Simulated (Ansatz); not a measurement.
Geometry optimisation, Ansatz, RKS PBE0/def2-SVP.

The input (input.yaml):

```yaml
crystal:
  periodic: [false, false, false]
  atoms:
    - { symbol: B, position_ang: [0.03269, 0.284798, -0.041658] }
    - { symbol: H, position_ang: [-0.102218, 0.27104, 1.146273] }
    - { symbol: F, position_ang: [1.200643, 0.534738, -0.586136] }
    - { symbol: F, position_ang: [-1.009764, 0.143476, -0.832362] }
    - { symbol: S, position_ang: [0.309147, -2.68143, 0.780915] }
    - { symbol: H, position_ang: [-0.984101, -2.833118, 0.423289] }
    - { symbol: H, position_ang: [0.017602, -1.556703, 1.522979] }
basis:
  gaussian: { orbitals: def2-SVP }
hamiltonian:
  xc: pbe0
relax:
  f_tol: 0.03
  max_steps: 50
output:
  orbitals: {}
```

Command:

```bash
$ ansatz run input.yaml --threads 1 --pin off --max-ram 2048MiB --backend cpu --events-out ev --progress --plain --runs-dir out
```

Task: Where does it end, and by what steps?

Result: It did not converge within its limit. The force dipped under the threshold on the way, but the program's further checks kept it going. After 49 steps the energy has fallen by 0.184 eV; H7 moved furthest, 1.36 Å.

```json
{"step": "0", "energy less start (eV)": "0.0000", "largest force component (eV/Å)": "0.815", "accepted": "yes"}
{"step": "2", "energy less start (eV)": "-0.0938", "largest force component (eV/Å)": "0.485", "accepted": "yes"}
{"step": "4", "energy less start (eV)": "-0.1282", "largest force component (eV/Å)": "0.305", "accepted": "yes"}
{"step": "6", "energy less start (eV)": "-0.1455", "largest force component (eV/Å)": "0.156", "accepted": "yes"}
{"step": "8", "energy less start (eV)": "-0.1550", "largest force component (eV/Å)": "0.232", "accepted": "yes"}
{"step": "10", "energy less start (eV)": "-0.1602", "largest force component (eV/Å)": "0.055", "accepted": "yes"}
{"step": "12", "energy less start (eV)": "-0.1562", "largest force component (eV/Å)": "0.514", "accepted": "no"}
{"step": "14", "energy less start (eV)": "-0.1609", "largest force component (eV/Å)": "0.226", "accepted": "no"}
{"step": "16", "energy less start (eV)": "-0.1640", "largest force component (eV/Å)": "0.050", "accepted": "yes"}
{"step": "18", "energy less start (eV)": "-0.1648", "largest force component (eV/Å)": "0.057", "accepted": "yes"}
{"step": "20", "energy less start (eV)": "-0.1661", "largest force component (eV/Å)": "0.136", "accepted": "yes"}
{"step": "22", "energy less start (eV)": "-0.1669", "largest force component (eV/Å)": "0.087", "accepted": "yes"}
{"step": "24", "energy less start (eV)": "-0.1688", "largest force component (eV/Å)": "0.118", "accepted": "yes"}
{"step": "26", "energy less start (eV)": "-0.1698", "largest force component (eV/Å)": "0.108", "accepted": "yes"}
{"step": "28", "energy less start (eV)": "-0.1627", "largest force component (eV/Å)": "0.428", "accepted": "no"}
{"step": "30", "energy less start (eV)": "-0.1725", "largest force component (eV/Å)": "0.094", "accepted": "yes"}
{"step": "32", "energy less start (eV)": "-0.1730", "largest force component (eV/Å)": "0.266", "accepted": "no"}
{"step": "34", "energy less start (eV)": "-0.1727", "largest force component (eV/Å)": "0.275", "accepted": "no"}
{"step": "36", "energy less start (eV)": "-0.1754", "largest force component (eV/Å)": "0.111", "accepted": "yes"}
{"step": "38", "energy less start (eV)": "-0.1764", "largest force component (eV/Å)": "0.124", "accepted": "yes"}
{"step": "40", "energy less start (eV)": "-0.1775", "largest force component (eV/Å)": "0.213", "accepted": "yes"}
{"step": "42", "energy less start (eV)": "-0.1803", "largest force component (eV/Å)": "0.007", "accepted": "yes"}
{"step": "44", "energy less start (eV)": "-0.1808", "largest force component (eV/Å)": "0.086", "accepted": "yes"}
{"step": "46", "energy less start (eV)": "-0.1823", "largest force component (eV/Å)": "0.029", "accepted": "yes"}
{"step": "48", "energy less start (eV)": "-0.1833", "largest force component (eV/Å)": "0.091", "accepted": "yes"}
{"step": "49", "energy less start (eV)": "-0.1836", "largest force component (eV/Å)": "0.081", "accepted": "yes"}
```

```xyz
7
Properties=species:S:1:pos:R:3
B 0.031 0.351 0.004
H 0.651 0.889 0.881
F 0.624 -0.038 -1.112
F -1.292 0.318 0.028
S 0.251 -2.244 1.267
H 0.297 -2.802 0.035
H -1.099 -2.310 1.310
```

Time of the run: 110 s on 1 thread of Arm Neoverse V2, on a shared host, peak memory 0.14 GiB.
